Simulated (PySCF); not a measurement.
H3Ga, charge -1, doublet, at a GFN2-xTB geometry (such geometries of metal compounds can be far from the true shape) (a state made from the parent by changing its charge; the spin is typed, not shown lowest) (in this run its highest filled SCF level lies above zero, so its values depend strongly on the basis, on diffuse functions most of all), with bond 3-1 at 1.6 times its length. Base run: M062X/6-31G** in PySCF.

Geometry (Å):
```xyz
4

Ga     0.0000     0.0000     0.0000
H      0.4944    -0.3209     1.0160
H     -0.3579     1.8135    -0.3394
H     -0.2707    -0.8125    -0.8039
```
Charge -1, spin multiplicity 2.
Orbitals are unrestricted.
All else is at PySCF's defaults.
Base energy -1926.14702 Eh.

Variants of this job, named by their change:

```
change                                                                            ΔE vs base (µEh)  SCF cycles  <S^2>
--------------------------------------------------------------------------------  ----------------  ----------  -----
base                                                                                           0.0          10  0.753
diis_space = 2                                                                                 0.0          12  0.753
init_guess = atom                                                                              0.0          10  0.753
conv_tol = 1e-7                                                                                0.0           8  0.753
conv_tol_grad = 1e-7                                                                           0.0          12  0.753
init_guess = sap                                                                               0.0          10  0.753
init_guess = 1e                                                                                0.0          13  0.753
level_shift = 0.1 (with mf.max_cycle = 100)                                                    0.0          10  0.753
diis = off; damp = 0.3 (with mf.diis_start_cycle = 200; with mf.max_cycle = 150)               0.0          16  0.753
init_guess = mod_huckel                                                                        0.0           9  0.753
diis = off; damp = 0.6 (with mf.diis_start_cycle = 200; with mf.max_cycle = 150)               0.0          28  0.753
conv_tol_grad = 1e-3                                                                           0.0          10  0.753
conv_tol = 1e-6                                                                                0.0           7  0.753
```

Open shells are given as the SCF converged; they aren't shown to be the lowest states, and a large step between rows can be another state.
